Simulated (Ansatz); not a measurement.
```yaml
crystal:
  periodic: [false, false, false]
  atoms:
    - {symbol: O, position_ang: [0.771991, -1.262355, 2.232379]}
    - {symbol: C, position_ang: [0.832070, -0.443312, 0.982037]}
    - {symbol: S, position_ang: [2.762781, 0.485423, 0.342668]}
    - {symbol: Ge, position_ang: [-1.226382, -0.074892, -0.406747]}
    - {symbol: H, position_ang: [2.163538, 1.200195, -1.051380]}
    - {symbol: H, position_ang: [-2.432634, 0.980620, 0.642768]}
    - {symbol: H, position_ang: [-0.778987, 0.840086, -2.036189]}
    - {symbol: H, position_ang: [-1.977253, -1.797142, -0.775409]}
basis:
  gaussian: {orbitals: aug-pcseg-2, fitting: {mean_field: cc-pVTZ-jkfit}}
magnetization: {spin_polarized: true, initial_magnetization: 2}
hamiltonian: {xc: {name: wB97X-V}}
scf: {lower_state_search: full}
output: {forces: true}
```

```sh
$ ansatz run in.yaml --threads 4 --pin off --events-out ev --progress --plain --max-ram 10444MiB
```

Output, abridged:

```
Functional definition: wB97X-V
  name "wB97X-V"
  cite "Mardirossian & Head-Gordon, Phys. Chem. Chem. Phys. 16, 9904 (2014) doi:10.1039/C3CP54374A"
  cite "Becke, J. Chem. Phys. 107, 8554 (1997) doi:10.1063/1.475007"
  cite "Vydrov & Van Voorhis, J. Chem. Phys. 133, 244103 (2010) doi:10.1063/1.3521275"
  parameter omega = 0.3/bohr
  parameter cx = 0.167
  parameter cx1 = 0.603
  parameter cx2 = 1.194
  parameter css0 = 0.556
  parameter css1 = -0.257
  parameter cos0 = 1.219
  parameter cos1 = -1.850
  parameter b = 6.0
  parameter c = 0.01
  exchange = spin_sum(e_x_unif_sr(omega)*poly(b97_u_x, 1 - cx, cx1, cx2)) + cx*exact_x_sr(omega) + exact_x_lr(omega)
  correlation = spin_sum(e_c_pw_same_spin*poly(b97_u_same, css0, css1))
      + integral(e_c_pw_opposite_spin*poly(b97_u_opposite, cos0, cos1)) + vv10(b, c)
606 factors; integrals over basis functions are off by at most 9.1e-1 eV
606 factors; integrals over basis functions are off by at most 1.7e-2 eV
mean field evaluation 1: about -70481.7166 eV, gradient 3.5e1 eV
mean field evaluation 2: about -70481.7198 eV, gradient 3.5e1 eV
mean field evaluation 4: about -70487.0532 eV, gradient 5.1e0 eV
mean field evaluation 8: about -70487.3043 eV, gradient 4.9e-1 eV
mean field evaluation 16: about -70487.3249 eV, gradient 1.6e-2 eV
mean field evaluation 128: about -70486.9526 eV, gradient 5.1e-3 eV
mean field evaluation 160: about -70487.3247 eV, gradient 1.6e-2 eV
mean field -70487.32507119 eV, -2590.3614183412 hartree, gradient 7.1e-6 eV, S^2 2.061798; 10 other end points of the search recorded, 0 dependent functions left out
the calculation of the forces begins
reference -70487.32506934 eV, -2590.3614182733 hartree; 34, 32 occupied and 259, 261 virtual orbitals, 606 factors
Total energy: -70487.32506934 eV, -2590.3614182733 hartree
Atom 0 at     0.771991    -1.262355     2.232379 Å, force     0.321288     6.190981    -9.302710 eV/Å
Atom 1 at     0.832070    -0.443312     0.982037 Å, force     0.285826    -5.802298     8.665999 eV/Å
Atom 2 at     2.762781     0.485423     0.342668 Å, force    -1.618768     1.546895    -3.035235 eV/Å
Atom 3 at    -1.226382    -0.074892    -0.406747 Å, force    -2.223015     0.209727    -0.988047 eV/Å
Atom 4 at     2.163538     1.200195    -1.051380 Å, force     1.265787    -1.859445     3.502325 eV/Å
Atom 5 at    -2.432634     0.980620     0.642768 Å, force     1.654160    -1.510961    -1.636760 eV/Å
Atom 6 at    -0.778987     0.840086    -2.036189 Å, force    -0.695876    -1.343083     2.356952 eV/Å
Atom 7 at    -1.977253    -1.797142    -0.775409 Å, force     1.010597     2.568183     0.437476 eV/Å
Dipole moment:     0.014243     0.170248    -0.275115 e Å
```

It took 98 s on 4 threads of an Arm Neoverse V2 on a shared host, with 1.4 GiB of host memory at the peak.
